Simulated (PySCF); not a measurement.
# Excitation energy of Pm²⁺ by level of theory

Pm²⁺ [Xe] 4f5 (high-spin determinant) → Pm²⁺ [Xe] 4f4 6s1 (high-spin determinant), as a difference of total energies. All numbers are calculated (PySCF 2.14, scalar relativity by spin-free X2C-1e, in x2c-TZVPPall (11s7p7d4f2g, 113 functions)). Correlated levels: valence: [Kr] 4d10 frozen; valence and next inner shell: [Ar] 3d10 frozen. The calculations carry no spin-orbit coupling.

| method | excitation energy (eV) |
| --- | --- |
| UHF | 2.434 |
| LDA | 5.322 |
| PBE | 5.036 |
| PBE0 | 4.614 |
| r2SCAN | 4.788 |
| MP2 (valence) | 3.663 |
| SCS-MP2 (valence) | 3.090 |
| MP2 (valence and next inner shell) | 3.994 |
| SCS-MP2 (valence and next inner shell) | 3.406 |

Task: How much does correlation contribute at MP2 (valence and next inner shell)?

Result: 3.994 − (2.434) = 1.560 eV, measured against UHF.

A first-order spin-orbit estimate (lowest level to lowest level, LS coupling) adds -0.113 eV.

The basis was made for the ground configuration and has no added diffuse functions, so the excitation energy can come out too high.

The determinant of the upper state and of the lower state mixes LS terms, which raises its energy above the lowest term, most at the Hartree-Fock and MP2 levels.
